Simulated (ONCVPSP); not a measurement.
**Varying the ONCV potential for beryllium**

Base potential:

ONCVPSP 4.0.1 input, shortened (lines: element, Z, core and valence counts, functional; n l f; lmax; l rc ep ncon nbas qcut; lloc lpopt rc5 dvloc0; l nproj debl; icmod fcfact rcfact), LDA (Perdew-Wang 92), scalar-relativistic:

```
  Be 4.00    1    1  -001012      upf
    1    0    2.00
    2    0    2.00
    2
    0    1.90    0.00    3    7    3.10
    1    1.45    0.22    4    8    4.50
    2    1.70    0.24    4    9    5.70
    4    4    1.05    0.00
    0    2    2.30
    1    2    2.30
    2    1    2.50
    0    0.00    0.00
```

All-electron outer shells of the reference configuration (LDA (PZ), scalar-relativistic, ld1.x):

| shell | level (eV) | outermost node (bohr) | outermost maximum (bohr) |
| --- | --- | --- | --- |
| 1s | -104.93 | – | 0.27 |
| 2s | -5.61 | 0.60 | 2.04 |

Cutoffs, loose and tight: the cutoffs (Ha) at which the residual kinetic energy of the hardest occupied pseudo-wave falls to 1 and 0.1 mHa per electron. They do not see the model core or the augmentation charge, which bear on the density cutoff. Test errors are all-electron minus pseudo excitation energies from the reference, over the configurations 2s1; 2s1.5; 2s1 2p1; 2s0 2p2. A dash means not determined; rows that change the core or the reference have their own tests. The largest error is taken over the tests solved by every variant that gives reliable tests at all: 2s1; 2s1 2p1; 2s1.5.

For the base: The cutoffs count occupied waves only; projector 2 of the p channel, the hardest unoccupied one, needs 18 Ha at the loose tolerance.

| change | outcome | cutoff, loose | cutoff, tight | bound ghosts | GHOST(+) flags above zero | largest test error (meV) |
| --- | --- | --- | --- | --- | --- | --- |
| base | generated | 4.6 Ha | 29 Ha | none | none | +16 |
| s: rc 1.38 | generated | 6.1 Ha | 30 Ha | none | none | +18 |
| s: rc 1.54 | generated | 6.0 Ha | 46 Ha | none | none | +19 |
| s: rc 1.74 | generated | 5.3 Ha | 37 Ha | none | none | +18 |
| s: rc 1.86 | generated | 4.7 Ha | 32 Ha | none | none | +17 |
| s: rc 2.04 | generated | 4.0 Ha | 18 Ha | none | none | +14 |
| s: rc 2.24 | generated | 3.5 Ha | 7.8 Ha | none | none | +11 |
| s: rc 2.4 | generated | 3.2 Ha | 5.1 Ha | none | none | +8.5 |
| s: rc 2.56 | generated | 2.7 Ha | 4.2 Ha | none | none | +5.3 |
| s: rc 2.76 | generated | 2.3 Ha | 3.8 Ha | none | none | -3.0 |

Reading the sweep of the s radius (base included, trends over the rows without a ghost): The loose cutoff falls from 6.1 Ha at 1.38 to 2.3 Ha at 2.76 bohr. A larger radius leaves more room for a smooth pseudo-wave, so fewer plane waves are needed; a smaller one forces it to follow the all-electron wave where it bends sharply.
